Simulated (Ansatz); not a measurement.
C2H9OSbSi (`C[O][Sb]([CH3])[SiH3]`). The species carries charge 0 and has multiplicity 1. Sb: def2 effective core potential. All single points use the PBE0-D4/def2-TZVP geometry. It is one conformer, not always the lowest.

```xyz
14

C    -0.510    0.874    2.255
O    -0.896    0.369    1.003
Sb    0.064    1.042   -0.599
C    -1.262   -0.033   -1.900
Si    1.814   -0.872   -0.571
H    -1.212    0.491    3.002
H     0.499    0.550    2.545
H    -0.538    1.972    2.297
H    -1.516   -0.977   -1.417
H    -0.776   -0.225   -2.858
H    -2.164    0.556   -2.062
H     1.132   -2.194   -0.552
H     2.680   -0.757    0.635
H     2.687   -0.796   -1.777
```

Q: What is the dipole moment at r2SCAN/def2-TZVPP? (Best estimate.)

A: The calculation gave: 0.89 D, with components (0.15, 0.65, -0.59) D in this frame, pointing from negative to positive charge.

Q: And with PBE, B3LYP, ωB97M-V? (An estimate is asked.)

A: Ansatz gave: PBE 0.91 D, B3LYP 1.03 D, ωB97M-V 1.03 D.

Q: Give the Mulliken charges with r2SCAN, B3LYP, PBE in def2-TZVPP. (Estimate.)

A: The calculation gave: 
| atom | r2SCAN | B3LYP | PBE |
| --- | --- | --- | --- |
| C1 | 0.02 | -0.12 | -0.14 |
| O2 | -0.53 | -0.54 | -0.46 |
| Sb3 | 0.58 | 0.64 | 0.57 |
| C4 | -0.45 | -0.55 | -0.53 |
| Si5 | 0.10 | 0.08 | 0.02 |
| H6 | 0.06 | 0.10 | 0.10 |
| H7 | 0.05 | 0.08 | 0.08 |
| H8 | 0.05 | 0.09 | 0.09 |
| H9 | 0.12 | 0.15 | 0.14 |
| H10 | 0.09 | 0.12 | 0.12 |
| H11 | 0.11 | 0.13 | 0.13 |
| H12 | -0.06 | -0.06 | -0.04 |
| H13 | -0.06 | -0.06 | -0.04 |
| H14 | -0.07 | -0.06 | -0.05 |

B3LYP here is the variant with VWN-RPA as its local correlation; programs differ in this.
